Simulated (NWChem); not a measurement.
System: C$_{2}$H$_{3}$AgO$_{2}$; SMILES C[O][Ag]<-[C-]#[O+]

NWChem input:

```
start job
memory heap 200 mb stack 900 mb global 1100 mb
geometry units angstroms noautosym noautoz
  Ag     0.038560     0.016032     0.040450
  O     -1.169152    -0.549803    -1.291982
  C     -2.048275    -0.968523    -2.268401
  H     -2.882455    -0.261263    -2.369371
  H     -1.542180    -1.043272    -3.240357
  H     -2.462852    -1.954909    -2.020564
  O      1.953840     0.937188     2.178001
  C      1.234689     0.582039     1.365195
end
basis spherical
  * library def2-svp
end
ecp
  Ag library def2-ecp
end
dft
  xc xpbe96 cpbe96
  disp vdw 4
  iterations 150
end
driver
  maxiter 120
end
task dft optimize
```

Parts of the log:

```
             Northwest Computational Chemistry Package (NWChem) 7.3.0
             --------------------------------------------------------

                             Geometry "geometry" -> ""
                             -------------------------

 Output coordinates in angstroms (scale by  1.889725989 to convert to a.u.)

  No.       Tag          Charge          X              Y              Z
 ---- ---------------- ---------- -------------- -------------- --------------
    1 Ag                  47.0000     0.08572896     0.03815718     0.09250418
    2 O                    8.0000    -1.12198304    -0.52767782    -1.23992782
    3 C                    6.0000    -2.00110604    -0.94639782    -2.21634682
    4 H                    1.0000    -2.83528604    -0.23913782    -2.31731682
    5 H                    1.0000    -1.49501104    -1.02114682    -3.18830282
    6 H                    1.0000    -2.41568304    -1.93278382    -1.96850982
    7 O                    8.0000     2.00100896     0.95931318     2.23005518
    8 C                    6.0000     1.28185796     0.60416418     1.41724918

 Effective nuclear repulsion energy (a.u.)     398.0739207768

                           NWChem Geometry Optimization
                           ----------------------------

 maximum gradient threshold         (gmax) =   0.000450
 rms gradient threshold             (grms) =   0.000300
 maximum cartesian step threshold   (xmax) =   0.001800
 rms cartesian step threshold       (xrms) =   0.001200
 fixed trust radius                (trust) =   0.300000
 source of zmatrix                         =

          -------------------
          Energy Minimization
          -------------------

 Using diagonal initial Hessian

          --------
          Step   0

                                 NWChem DFT Module
                                 -----------------

 Summary of "ao basis" -> "ao basis" (spherical)
 ------------------------------------------------------------------------------
       Tag                 Description            Shells   Functions and Types
 ---------------- ------------------------------  ------  ---------------------
 Ag                         def2-svp                11       31   5s3p2d1f
 O                          def2-svp                 6       14   3s2p1d
 C                          def2-svp                 6       14   3s2p1d
 H                          def2-svp                 3        5   2s1p

            General Information
            -------------------
          SCF calculation type: DFT
          Wavefunction type:  closed shell.
          No. of atoms     :     8
          No. of electrons :    50
           Alpha electrons :    25
            Beta electrons :    25
          Charge           :     0
          Spin multiplicity:     1
          Use of symmetry is: off; symmetry adaption is: off
          Maximum number of iterations: 150
          AO basis - number of functions:   102
                     number of shells:    44
          Convergence on energy requested:  1.00D-06
          Convergence on density requested:  1.00D-05
          Convergence on gradient requested:  5.00D-04

              XC Information
              --------------
          PerdewBurkeErnzerhof Exchange Functional  1.000
            Perdew 1991 LDA Correlation Functional  1.000 local
           PerdewBurkeErnz. Correlation Functional  1.000 non-local

             Grid Information
             ----------------
          Grid used for XC integration:  medium
          Radial quadrature: Mura-Knowles
          Angular quadrature: Lebedev.
          Tag              B.-S. Rad. Rad. Pts. Rad. Cut. Ang. Pts.
          ---              ---------- --------- --------- ---------
          Ag                  1.60      123          11.0       590
          O                   0.60       49          14.0       434
          C                   0.70       49          13.0       434
          H                   0.35       45          13.0       434
          Grid pruning is: on
          Number of quadrature shells:   454
          Spatial weights used:  Erf1

           DFT-D3BJ Model
          s6 scale factor  :        1.000000000000
          s8 scale factor  :        0.787500000000
          a1 parameter     :        0.428900000000
          a2 parameter     :        4.440700000000
              vdW contrib  :       -0.004894320740

      Superposition of Atomic Density Guess
      -------------------------------------

 Sum of atomic energies:        -393.78630582

      Non-variational initial energy
      ------------------------------

 Total energy =    -373.648969
 1-e energy   =    -983.210107
 2-e energy   =     400.117168
 HOMO         =      -0.359200
 LUMO         =      -0.024342

   convergence    iter        energy       DeltaE   RMS-Dens  Diis-err
 ---------------- ----- ----------------- --------- --------- ---------
 d= 0,ls=0.0,diis     1   -374.7137424190 -5.84D+02  4.15D-02  1.89D+00
 d= 0,ls=0.0,diis     2   -367.1790284744  7.53D+00  3.83D-02  3.94D+01
 d= 0,ls=0.0,diis     3   -374.6187639778 -7.44D+00  1.26D-02  3.55D+00
 d= 0,ls=0.0,diis     4   -374.8939442188 -2.75D-01  4.77D-03  9.11D-01
 d= 0,ls=0.0,diis     5   -374.9718465772 -7.79D-02  3.17D-03  1.62D-01
  Resetting Diis
 d= 0,ls=0.0,diis     6   -374.9863438867 -1.45D-02  1.90D-03  5.12D-02
 d= 0,ls=0.0,diis     7   -374.9912066691 -4.86D-03  1.90D-03  9.98D-03
 d= 0,ls=0.0,diis     8   -374.9873086093  3.90D-03  1.37D-03  4.83D-02
 d= 0,ls=0.0,diis     9   -374.9918487784 -4.54D-03  5.87D-04  3.38D-03
 d= 0,ls=0.0,diis    10   -374.9922347643 -3.86D-04  2.10D-04  7.55D-04
 d= 0,ls=0.0,diis    11   -374.9923312663 -9.65D-05  2.26D-05  2.10D-05
 d= 0,ls=0.0,diis    12   -374.9923333601 -2.09D-06  7.98D-06  1.05D-06
 d= 0,ls=0.0,diis    13   -374.9923334425 -8.24D-08  3.18D-06  2.85D-07

         Total DFT energy =     -374.992333442520
      One electron energy =     -987.368406494580
           Coulomb energy =      445.797394098931
    Exchange-Corr. energy =      -42.860396794274
 Nuclear repulsion energy =      209.443970068143

    Dispersion correction =       -0.004894320740

 Numeric. integr. density =       49.999995406039

                       DFT Final Molecular Orbital Analysis
                       ------------------------------------

 Vector   23  Occ=2.000000D+00  E=-2.700400D-01
              MO Center=  5.2D-02,  2.3D-02,  5.6D-02, r^2= 2.0D+00
   Bfn.  Coefficient  Atom+Function         Bfn.  Coefficient  Atom+Function
  ----- ------------  ---------------      ----- ------------  ---------------
    18      0.558466  1 Ag d  1               4      0.468191  1 Ag s
     2     -0.282140  1 Ag s                 16     -0.260806  1 Ag d -1
    15     -0.236815  1 Ag d -2              19     -0.198236  1 Ag d  2
    17     -0.176820  1 Ag d  0               1      0.131174  1 Ag s
    91      0.119341  8 C  s                  3     -0.113572  1 Ag s

[...]

      ----------------------
      Optimization converged
      ----------------------

  Step       Energy      Delta E   Gmax     Grms     Xrms     Xmax
  ---- ---------------- -------- -------- -------- -------- --------
@   40    -374.99988891 -2.0D-07  0.00004  0.00002  0.00072  0.00132
                                     ok       ok       ok       ok

                         Geometry "geometry" -> "geometry"
                         ---------------------------------

 Output coordinates in angstroms (scale by  1.889725989 to convert to a.u.)

  No.       Tag          Charge          X              Y              Z
 ---- ---------------- ---------- -------------- -------------- --------------
    1 Ag                  47.0000     0.24629004     0.04542296    -0.24202365
    2 O                    8.0000    -0.60505919    -0.47351243    -1.92426281
    3 C                    6.0000    -1.90977362    -0.91342729    -2.14975730
    4 H                    1.0000    -2.69186016    -0.16477385    -1.86453092
    5 H                    1.0000    -2.05425165    -1.12109968    -3.23785215
    6 H                    1.0000    -2.16370471    -1.86128143    -1.61053527
    7 O                    8.0000     1.55844209     0.85690188     2.43010191
    8 C                    6.0000     1.11944389     0.56626028     1.40826463

 Effective nuclear repulsion energy (a.u.)     394.3807992014

 ==============================================================================
                                internuclear distances
 ------------------------------------------------------------------------------
       center one      |      center two      | atomic units |  angstroms
 ------------------------------------------------------------------------------
    2 O                |   1 Ag               |     3.69538  |     1.95551
    3 C                |   2 O                |     2.63659  |     1.39522
    4 H                |   3 C                |     2.11573  |     1.11960
    5 H                |   3 C                |     2.11105  |     1.11712
    6 H                |   3 C                |     2.11588  |     1.11967
    8 C                |   1 Ag               |     3.66291  |     1.93833
    8 C                |   7 O                |     2.17223  |     1.14950
 ------------------------------------------------------------------------------
                         number of included internuclear distances:          7
 ==============================================================================
```

Level: PBE-D3(BJ)/def2-SVP with def2 effective core potentials on Ag. Not confirmed as a minimum by frequencies. def2 effective core potentials on Ag; no spin-orbit coupling.
